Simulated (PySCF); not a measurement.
Level of theory: PBE-D3(BJ)/def2-TZVP // PBE0-D4/def2-TZVP in PySCF. Gas-phase values, no solvent. Excitations are Tamm–Dancoff values on a coarser integration grid. The basis has no diffuse functions, so Rydberg states are missing or too high.

Reference species (SMILES): `[CH3][InH][CH3]` (neutral, multiplicity 1).

```
Quantity                                       Value
-------------------------------------------  -------
brightest of the four lowest singlets (TDA)  6.05 eV
S1 excitation (TDA)                          4.21 eV
```

Changed species: `[CH3][In]([CH3])[CH3]` (3 of 3 H replaced by CH3; the reference has 2 of 3 H replaced by CH3).

Question: What does the change do to the brightest of the four lowest singlets (TDA) and S1 excitation (TDA)?

Answer: the brightest of the four lowest singlets (TDA) falls by 0.31 eV, to 5.74 eV; the S1 excitation (TDA) rises by 0.15 eV, to 4.36 eV.
